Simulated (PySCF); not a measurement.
Isomers of C7H12O3, one GFN2-xTB conformer each. Single-point energies are computed at PBE0/pcSseg-1 (PySCF, gas phase, no added dispersion term), electronic only.

Problem. Rank them by PBE0/pcSseg-1 energy, lowest first (kJ/mol).
A. `[CH3:1][O:2][C@@H:3]([CH3:4])[C:5](=[O:6])[O:7][CH:8]1[CH2:9][CH2:10]1` with C1–O2–C3–C4 173°, O2–C3–C5–O6 -12°, C3–C5–O7–C8 178°, C5–O7–C8–C9 147°
B. `[CH3:1][O:2][CH2:3][C:4](=[O:5])[O:6][CH2:7][CH:8]1[CH2:9][CH2:10]1` with C1–O2–C3–C4 -70°, O2–C3–C4–O5 4°, C3–C4–O6–C7 180°, C4–O6–C7–C8 177°, O6–C7–C8–C9 -85°
C. `[CH3:1]/[CH:2]=[C:3](/[CH3:4])[C@H:5]([O:6][CH3:7])[O:8][CH:9]=[O:10]` with C2–C3–C5–O6 -139°, C3–C5–O6–C7 170°, C3–C5–O8–C9 -109°, C5–O8–C9–O10 1°
D. `[CH3:1][O:2][CH2:3][C@@H:4]1[CH2:5][O:6][CH2:7][CH2:8][C:9]1=[O:10]` with C1–O2–C3–C4 179°, O2–C3–C4–C5 -62°, C3–C4–C5–O6 -179°, C4–C5–O6–C7 62°, C5–O6–C7–C8 -61°, O6–C7–C8–C9 56°

Solution. C (0.0), D (2.5), A (31.5), B (32.2).

As drawn, the lowest has a C=C bond outside aromatic rings, which the highest lacks; the highest has a three-membered ring, which the lowest lacks. Neighbours under 10 kJ/mol apart (C/C=C(/C)[C@H](OC)OC=O and COC[C@@H]1COCCC1=O; CO[C@@H](C)C(=O)OC1CC1 and COCC(=O)OCC1CC1) can change places with a better method, another conformer or zero-point energy. GFN2-xTB itself gives, in the same order: 31.3, 0.0, 32.1, 43.0. GFN2-xTB puts COC[C@@H]1COCCC1=O lowest instead; measured from each level's own lowest isomer, the values differ by up to 31.3 kJ/mol (C/C=C(/C)[C@H](OC)OC=O: 31.3 against 0.0).

Problem. Which frontier levels, dipoles and rotational constants go with these structures?

Solution. 
```
                SMILES  HOMO (eV, PBE0/pcSseg-1)  LUMO (eV)  dipole (D)       A, B, C (MHz)
C/C=C(/C)[C@H](OC)OC=O                     -7.10      -0.06        1.01   1371, 1203, 840.1
    COC[C@@H]1COCCC1=O                     -7.28      -0.61        0.56  2448, 829.9, 655.7
CO[C@@H](C)C(=O)OC1CC1                     -7.39       0.23        2.64  2838, 694.8, 626.8
       COCC(=O)OCC1CC1                     -7.33       0.33        2.71  4277, 501.4, 486.3
```

Problem. As an exercise, what shares would exp(−E/RT) give at 298.15 K from these electronic energies alone (no entropy, no degeneracies)?

Solution. RT = 2.479 kJ/mol: C/C=C(/C)[C@H](OC)OC=O 73.4 %, COC[C@@H]1COCCC1=O 26.6 %, CO[C@@H](C)C(=O)OC1CC1 under 0.1 %, COCC(=O)OCC1CC1 under 0.1 %.
